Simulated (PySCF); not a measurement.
KCa⁺: energy against distance

Set-up: basis K 3-21G, Ca 3-21G; no relativity; PySCF 2.14. Energies in eV from K⁺ + Ca in their ground configurations at the same level. State: ¹Σ⁺ (singlet), closed shell.

| R (Å) | PBE0 | RHF-MP2 | HSE06 |
| --- | --- | --- | --- |
| 3.629 | -0.3699 | -0.1409 | -0.3687 |
| 3.798 | -0.4438 | -0.2446 | -0.4420 |
| 3.967 | -0.4852 | -0.3123 | -0.4832 |
| 4.093 | -0.4999 | -0.3445 | -0.4980 |
| 4.220 | -0.5039 | -0.3641 | -0.5021 |
| 4.347 | -0.4994 | -0.3736 | -0.4978 |
| 4.515 | -0.4836 | -0.3741 | -0.4825 |
| 4.726 | -0.4533 | -0.3608 | -0.4527 |
| 4.980 | -0.4081 | -0.3320 | -0.4083 |
| 5.317 | -0.3433 | -0.2838 | -0.3444 |

Put a parabola through the three lowest points of the PBE0 curve and estimate Re, k and ωe (reduced mass 19.73 u; 1 eV/Å² = 0.16022 mdyn/Å; ωe = 1302.8·√(k/μ) cm⁻¹).

Through R = 4.093, 4.22, 4.347 Å the second-order coefficient is 0.264 eV/Å², so Re ≈ 4.216 Å, k ≈ 0.0844 mdyn/Å and ωe ≈ 85 cm⁻¹. A polynomial fit of higher order to the unrounded PBE0 energies gives Re = 4.211 Å, k = 0.0856 mdyn/Å, ωe = 85.8 cm⁻¹; anharmonicity and rounding make the difference.

The higher-order fit for each curve: PBE0: Re = 4.211 Å, ωe = 85.8 cm⁻¹, De = 0.50 eV; RHF-MP2: Re = 4.436 Å, ωe = 76.1 cm⁻¹, De = 0.375 eV; HSE06: Re = 4.214 Å, ωe = 85.1 cm⁻¹, De = 0.50 eV.

Correlated steps freeze 10 core orbitals. Closed-shell solutions of metal pairs were not tested for spin polarisation, which can lower them a little. For an ion De counts to the pair picked by the measured ionisation energies or electron affinities, which need not be the lowest pair at this level. 3-21G is very small, so such numbers show the basis as much as the molecule.
